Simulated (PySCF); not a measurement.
# How methods differ on the excitation energy of Au+

Au+ [Xe] 4f14 5d10 (1S) → Au+ [Xe] 4f14 5d9 6p1 (high-spin determinant), as a difference of total energies. All numbers are calculated (PySCF 2.14, the spin-free X2C one-electron Hamiltonian (Gaussian nucleus), in x2c-TZVPPall). Correlated levels: valence: [Xe] 4f14 frozen. The calculations carry no spin-orbit coupling.

```json
{"method": "UHF", "excitation energy (cm⁻¹)": "66476"}
{"method": "MP2 (valence)", "excitation energy (cm⁻¹)": "75503"}
{"method": "SCS-MP2 (valence)", "excitation energy (cm⁻¹)": "75494"}
{"method": "CCSD (valence)", "excitation energy (cm⁻¹)": "73035"}
{"method": "CCSD(T) (valence)", "excitation energy (cm⁻¹)": "73206"}
```

A first-order spin-orbit estimate (lowest level to lowest level, LS coupling) adds -0.362 eV.

The basis was made for the ground configuration and has no added diffuse functions, so the excitation energy can come out too high.

The determinant of the upper state mixes LS terms, which raises its energy above the lowest term, most at the Hartree-Fock and MP2 levels.
